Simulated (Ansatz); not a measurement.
Calculated with Ansatz (gas phase, PBE0-D4/def2-TZVP geometries, no zero-point term in ΔE). CCSD(T)/CBS adds triple-zeta CCSD(T) − MP2 to the extrapolated MP2 energy (def2 sets, frozen cores). Functionals use def2-TZVPP. For Ge outer-core shells are correlated without core-valence functions, which leaves a few kJ/mol of doubt a bond. Scalar relativity is left out up to krypton. Each species was taken in one conformer, which may not be the lowest.

`C[O][GeH2][CH3]` + `[NH2][Al]([NH2])[SH]` → `[CH3][GeH2][SH]` + `C[O][Al]([NH2])[NH2]`  (redistribution)

`C[O][GeH2][CH3]`:

```xyz
12

C     0.600   -0.999    1.820
O     0.500   -0.807    0.433
Ge   -0.394    0.618   -0.162
C    -0.281    0.510   -2.092
H     1.176   -1.910    1.999
H    -0.384   -1.120    2.295
H     1.117   -0.167    2.318
H    -1.844    0.533    0.367
H     0.282    1.883    0.415
H    -0.733   -0.421   -2.436
H    -0.803    1.349   -2.555
H     0.764    0.530   -2.402
```

`[NH2][Al]([NH2])[SH]`:

```xyz
9

N    -0.522    0.650    1.317
Al   -0.051   -0.090   -0.216
N     1.626   -0.111   -0.758
S    -1.551   -1.015   -1.518
H    -1.470    0.803    1.614
H     0.120    1.001    2.008
H     1.954   -0.619   -1.563
H     2.388    0.382   -0.324
H    -2.494   -1.001   -0.560
```

`[CH3][GeH2][SH]`:

Cartesian coordinates in Å:
```
C -0.142 1.187 -0.717
Ge -0.296 -0.577 0.089
S 1.465 -0.770 1.445
H -0.975 1.359 -1.400
H 0.792 1.263 -1.275
H -0.156 1.954 0.057
H -0.250 -1.693 -0.972
H -1.592 -0.716 0.909
H 1.154 -2.008 1.864
```

`C[O][Al]([NH2])[NH2]`:

Cartesian coordinates in Å:
```
C 1.176 0.197 1.824
O 1.046 -0.140 0.480
Al -0.201 -0.128 -0.656
N -1.831 0.390 -0.213
N 0.197 -0.654 -2.291
H 1.983 0.926 1.959
H 0.261 0.635 2.247
H 1.424 -0.689 2.421
H -2.617 0.434 -0.840
H -2.109 0.683 0.708
H -0.444 -0.707 -3.064
H 1.116 -0.947 -2.575
```

Q: Is it downhill or uphill in electronic energy at CCSD(T)/CBS, and by how much? (Estimate.)

A: Ansatz gave: Downhill: ΔE = -32.9 kJ/mol.

Q: What do these levels give: revPBE-D4, BHLYP, HF/def2-SVP, MP2/def2-QZVPP, SCS-MP2/def2-QZVPP, MP2/CBS(def2)? (Estimate.)

A: Ansatz gave: revPBE-D4 -31.9, BHLYP -39.1, HF/def2-SVP -37.2, MP2/def2-QZVPP -33.8, SCS-MP2/def2-QZVPP -33.7, MP2/CBS(def2) -33.8 kJ/mol.

Largest T1 diagnostic among the species: 0.011.

In def2-TZVPP, CCSD(T) changes the Hartree–Fock value by +4.2 kJ/mol (the triples alone add +1.7 kJ/mol) and MP2 by +3.4 kJ/mol. Leaving LDA and LC-ωPBE aside and taking each functional with its dispersion term where it has one, the values, not all of them listed here, spread over 8.9 kJ/mol, from BHLYP-D4 to B97M-V.
